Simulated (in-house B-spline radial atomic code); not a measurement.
Inner-shell binding energies (edges) and X-ray emission energies of free atoms and ions, as differences of relaxed hole-state energies with first-order Breit, QED and recoil terms, without correlation or multiplet splittings, in NIST's listed ground configurations. For neutral atoms such line energies lie within some 1 to 5 eV of tabulated X-ray lines (up to 20 eV for the heaviest). Removing outer electrons raises all edges nearly alike, so lines move far less than edges. K = 1s, L1 = 2s. A dash marks a subshell that is part filled or wasn't run, or a line left out. Computed with an all-electron radial atomic-structure program (B-spline basis): Dirac-Hartree-Fock, average of the configuration, finite nuclei.

| ion | configuration | K edge (eV) | L1 edge (eV) |
| --- | --- | --- | --- |
| F | [He] 2s2 2p5 | 698.03 | 40.118 |
| F+ | [He] 2s2 2p4 | 722.52 | 57.945 |
| F2+ | [He] 2s2 2p3 | ? | ? |
| F3+ | [He] 2s2 2p2 | 786.19 | 101.3 |
| F4+ | [He] 2s2 2p1 | ? | ? |
| F5+ | [He] 2s2 | 868.29 | 154.01 |

Q: Fill in the row of F2+.

A: K edge (eV): 751.98; L1 edge (eV): 78.401.

Q: Fill in the row of F4+.

A: K edge (eV): 825; L1 edge (eV): 126.52.
